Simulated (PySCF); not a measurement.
# SMILES FC(F)(F)C#Cn1cccc1, C7H4F3N

Cartesian coordinates in Å; atom numbers follow the order of the lines, from 1:
```xyz
15

F     3.893    1.119   -0.371
C     3.417   -0.067    0.009
F     3.871   -0.976   -0.856
F     3.938   -0.356    1.202
C     1.954   -0.048    0.065
C     0.746   -0.027    0.111
N    -0.592    0.005    0.160
C    -1.389   -0.787    0.977
C    -2.692   -0.453    0.734
C    -2.702    0.572   -0.263
C    -1.404    0.838   -0.600
H    -0.934   -1.509    1.650
H    -3.559   -0.897    1.219
H    -3.578    1.062   -0.684
H    -0.962    1.538   -1.304
```

The calculation used PySCF, quadratic response CAM-B3LYP/aug-cc-pVDZ first hyperpolarisability, Taylor convention, gas phase. Geometry: PBE0-D3(BJ)/def2-SVP.

Task: Give the tensor of the second harmonic β(−2ω;ω,ω) at 1907 nm in the axes of these coordinates.

Result: In au, Taylor convention; rows are the first index (the induced dipole):
```csv
,xx,yy,zz,xy,xz,yz
x,-197.6,+63.9,+64.3,+9.8,+13.9,+9.4
y,+9.8,+1.1,-5.7,+61.8,+11.1,-7.8
z,+13.8,-7.9,-2.3,+11.1,+62.2,-5.6
```
Norm of βᵢ = ⅓ Σⱼ (βᵢⱼⱼ + βⱼᵢⱼ + βⱼⱼᵢ): 72.5 au, hyper-Rayleigh value 80.8 au.
